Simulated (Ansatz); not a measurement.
Computed with Ansatz on PBE0-D4/def2-TZVP structures; ΔE is electronic, products minus reactants. CBS: MP2 limit from def2 TZ/QZ plus the TZ coupled-cluster correction, frozen cores. This one scheme is used for every species. DFT in def2-TZVPP. For Se outer-core shells are correlated without core-valence functions, which leaves a few kJ/mol of doubt a bond. Scalar relativity is left out up to krypton. Each species was taken in one conformer, which may not be the lowest.

Reaction (ligand exchange at the Si–Se bond): `[SeH][SiH]1BC1` + H–F → `F[SiH]1BC1` + H₂Se

| level | ΔE (kcal/mol) | difference from CCSD(T)/CBS |
| --- | --- | --- |
| LDA (SPW92) | -9.5 | 0.3 |
| revPBE-D4 | -7.0 | 2.8 |
| ωB97X-V | -13.0 | -3.2 |
| ωB97M-V | -12.4 | -2.6 |
| revPBE | -8.8 | 1.0 |
| PBE0 | -9.4 | 0.4 |
| LC-ωPBE | -12.7 | -2.9 |
| RPA@PBE/def2-TZVPP | -11.6 | -1.8 |
| HF/def2-SVP | -14.7 | -4.9 |
| CCSD/CBS(def2) | -11.2 | -1.4 |
| CCSD(T)/CBS | -9.8 | 0 |

Largest T1 diagnostic among the species: 0.014.

At CCSD(T), def2-SVP lies −1.2 kcal/mol from the extrapolated value and def2-TZVPP −0.6 kcal/mol. In def2-TZVPP, CCSD(T) changes the Hartree–Fock value by +6.4 kcal/mol (the triples alone add +1.4 kcal/mol) and MP2 by +8.3 kcal/mol. Leaving LDA and LC-ωPBE aside and taking each functional with its dispersion term where it has one, the values, not all of them listed here, spread over 7.4 kcal/mol, from CAM-B3LYP-D4 to revPBE-D4.
